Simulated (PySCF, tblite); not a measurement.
Isomers of C6H11P, one GFN2-xTB conformer each. Single-point energies are computed at PBE0/pcSseg-1 (PySCF, gas phase, no added dispersion term), electronic only.

| SMILES | GFN2-xTB relative energy (kJ/mol) |
| --- | --- |
| CCC1=CCPC1 | 0.0 |
| CPC1=CCCC1 | 13.9 |

Conformers: `[CH3:1][CH2:2][C:3]1=[CH:4][CH2:5][PH:6][CH2:7]1` with C1–C2–C3–C4 115°, C3–C4–C5–P6 -16°, C4–C5–P6–C7 21°, C5–P6–C7–C3 -21°, C2–C3–C7–P6 -165°; `[CH3:1][PH:2][C:3]1=[CH:4][CH2:5][CH2:6][CH2:7]1` with C1–P2–C3–C4 -114°, C3–C4–C5–C6 13°, C4–C5–C6–C7 -19°, C5–C6–C7–C3 19°, P2–C3–C7–C6 165°.

Question: What does PBE0/pcSseg-1 give for the same structures?

Answer: 
| SMILES | PBE0/pcSseg-1 E (Eh) | PBE0/pcSseg-1 (kJ/mol) | GFN2-xTB (kJ/mol) | point group |
| --- | --- | --- | --- | --- |
| CCC1=CCPC1 | -576.13464 | 0.0 | 0.0 | C1 |
| CPC1=CCCC1 | -576.12837 | 16.5 | 13.9 | C1 |

Both levels put the same isomer lowest. 

Question: Which frontier levels, dipoles and rotational constants go with these structures?

Answer: 
```json
{"SMILES": "CCC1=CCPC1", "HOMO (eV, PBE0/pcSseg-1)": "-6.71", "LUMO (eV)": "0.36", "dipole (D)": "1.51", "A, B, C (MHz)": "4713, 1339, 1140"}
{"SMILES": "CPC1=CCCC1", "HOMO (eV, PBE0/pcSseg-1)": "-6.35", "LUMO (eV)": "0.25", "dipole (D)": "1.37", "A, B, C (MHz)": "4746, 1297, 1174"}
```

Question: What happens when harmonic zero-point energies from GFN2-xTB frequencies are added?

Answer: 
```
    SMILES  ZPE (kJ/mol)  electronic (kJ/mol)  with ZPE (kJ/mol)
CCC1=CCPC1         397.2                  0.0                0.0
CPC1=CCCC1         396.8                 16.5               16.1
```

The zero-point energies span 0.4 kJ/mol. The order is unchanged.
